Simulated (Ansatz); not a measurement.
Computed with Ansatz on PBE0-D4/def2-TZVP structures; ΔE is electronic, products minus reactants. CBS: MP2 limit from def2 TZ/QZ plus the TZ coupled-cluster correction, frozen cores. This one scheme is used for every species. Functionals use def2-TZVPP. For Ga outer-core shells are correlated without core-valence functions, which leaves a few kJ/mol of doubt a bond. Scalar relativity is left out up to krypton. One conformer a species, not always the lowest.

Reaction (ligand exchange at the Si–Cl bond): `[SiH3]Cl` + `[OH][Ga]([OH])[OH]` → `[OH][Ga]([OH])[O][SiH3]` + HCl

CCSD(T)/CBS gives -0.07 eV.

(1) Another level gave 0.00 eV. Which?
A. PBE0-D4/def2-TZVPP
B. PBE/def2-TZVPP
C. CCSD(T)/def2-TZVPP
D. B2PLYP/def2-TZVPP

Largest T1 diagnostic among the species: 0.014.

Answers

(1) A. PBE0-D4 0.00, B2PLYP -0.07, CCSD(T)/def2-TZVPP -0.12, PBE 0.07 eV.

The D4 term adds −0.05 eV with B3LYP and −0.03 eV with PBE0; it sums over pairs of atoms, weighted by their polarisabilities, and B3LYP, whose exchange is more repulsive, gets the larger term. From PBE to PBE0 (25 % exact exchange), in def2-TZVPP and without D4, ΔE moves by −0.04 eV.

B3LYP here is the variant with VWN-RPA as its local correlation; programs differ in this.
